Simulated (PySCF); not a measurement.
## Telling isomers of C8H7N apart by NMR

- couplings computed with B3LYP/pcJ-1 (spin–dipole term left out of most H,H and C,H couplings)
- GIAO PBE0/pcSseg-1 shieldings
- structure optimised with PBE0-D3(BJ)/def2-SVP
- run in PySCF 2.14
- single conformer, gas phase, relativity neglected, fast rotation and ring inversion assumed for equivalent nuclei

Referencing at the same level of theory: 1H, 13C vs TMS. Multiplet labels drop J under 1 Hz and among equivalent protons, and merge close values. Unscaled 3J(H,H) run several per cent high. Shifts are as computed. Against solution values, carbons near 30 ppm lie about +2 ppm off and those near 130 ppm about +5 ppm. Of 1211 compounds with measured shifts, 218 miss one by over three times the rms of a fit or turn the order of signals round; such compounds aren't used in these exercises. OH and NH positions are gas-phase values without hydrogen bonding to other molecules.

(1) Tabulate the signals of `c1ccc2[nH]ccc2c1`, `C#C/C(C=C)=C(/C)C#N` and their relative energies.

(2) What is the quickest way to tell c1ccc2[nH]ccc2c1 from C#C/C(C=C)=C(/C)C#N?

Answers

(1) 
| SMILES | carbon types | δC | δH | E rel. (kcal/mol) |
| --- | --- | --- | --- | --- |
| c1ccc2[nH]ccc2c1 | 2×C 6×CH | 138.1, 131.8, 127.3, 126.7, 126.4, 125.2, 114.1, 107.9 | 7.82 (m, 1H), 7.34 (m, 1H), 7.32 (m, 1H), 7.28 (m, 1H), 7.26 (br s, 1H), 7.05 (d, 1H), 6.72 (dd, 1H) | 0.0 |
| C#C/C(C=C)=C(/C)C#N | 4×C 2×CH 1×CH2 1×CH3 | 140.8, 137.4, 133.6, 125.0, 122.8, 98.9, 80.2, 18.1 | 6.61 (m, 1H), 6.35 (m, 1H), 5.92 (m, 1H), 3.69 (q, 1H), 2.01 (q, 3H) | 88.5 |

Energies are electronic energies at PBE0/pcSseg-1 on these geometries, without zero-point or thermal terms, each for the one conformer computed, which needn't be the lowest.

(2) Both give the same number of carbon signals, but DEPT or the intensities differ. The first has an aromatic CH at 114.1 ppm, the second a terminal =CH2 carbon at 133.6 ppm. Their most deshielded carbons lie at 138.1 and 140.8 ppm. In the proton spectra the most deshielded non-exchanging signals are 7.82 (m, 1H) and 6.61 (m, 1H).
